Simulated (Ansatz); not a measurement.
Geometry optimisation, UKS PBE/def2-SVP (Ansatz).

input.yaml

```yaml
crystal:
  periodic: [false, false, false]
  atoms:
    - { symbol: Mo, position_ang: [0.030142, 0.015908, -0.295322] }
    - { symbol: F, position_ang: [0.429954, -0.300809, 2.624289] }
    - { symbol: F, position_ang: [1.789497, -0.11311, 0.163841] }
    - { symbol: Cl, position_ang: [0.090613, 2.324729, -0.083134] }
    - { symbol: F, position_ang: [-1.585393, -0.050778, 0.552836] }
    - { symbol: F, position_ang: [-0.031658, -1.863063, -0.458262] }
    - { symbol: F, position_ang: [-0.182702, 0.138041, -2.116947] }
    - { symbol: Cl, position_ang: [-0.540454, 0.389082, 3.6827] }
magnetization:
  spin_polarized: true
  initial_magnetization: 1
basis:
  gaussian: { orbitals: def2-SVP }
hamiltonian:
  xc: pbe
relax:
  f_tol: 0.03
  max_steps: 50
output:
  orbitals: {}
```

Run as:

```bash
$ ansatz run input.yaml --threads 4 --pin off --max-ram 5120MiB --backend cpu --events-out ev --progress --plain --runs-dir out
```

Where does it end, and by what steps?

It converged. The force dipped under the threshold on the way, but the program's further checks kept it going. After 13 steps the energy has fallen by 1.609 eV; F2 moved furthest, 0.82 Å. Parted: F2–Cl8 (1.59 → 2.73 Å). Joined: Mo1–F2 (2.96 → 1.86 Å).

| step | energy less start (eV) | largest force component (eV/Å) | accepted |
| --- | --- | --- | --- |
| 0 | 0.0000 | 2.062 | yes |
| 1 | -0.1225 | 1.195 | yes |
| 2 | -0.2126 | 0.609 | yes |
| 3 | -0.2903 | 1.916 | yes |
| 4 | -0.6995 | 1.907 | yes |
| 5 | -0.9008 | 4.082 | yes |
| 6 | -1.2965 | 2.274 | yes |
| 7 | -1.5454 | 0.363 | yes |
| 8 | -1.5997 | 0.194 | yes |
| 9 | -1.5943 | 0.203 | no |
| 10 | -1.6063 | 0.054 | yes |
| 11 | -1.6083 | 0.035 | yes |
| 12 | -1.6091 | 0.022 | yes |
| 13 | -1.6093 | 0.010 | yes |

```xyz
8
Properties=species:S:1:pos:R:3
Mo 0.153 -0.016 0.021
F 0.582 -0.213 1.819
F 1.949 -0.103 -0.402
Cl 0.252 2.258 0.204
F -1.641 -0.016 0.443
F 0.078 -1.862 -0.107
F -0.261 0.093 -1.774
Cl -1.111 0.400 3.866
```

Whether the end is a true minimum wasn't checked by a vibrational analysis.

The run took 110 s on 4 threads of Arm Neoverse V2 (shared host), peak memory 0.42 GiB.
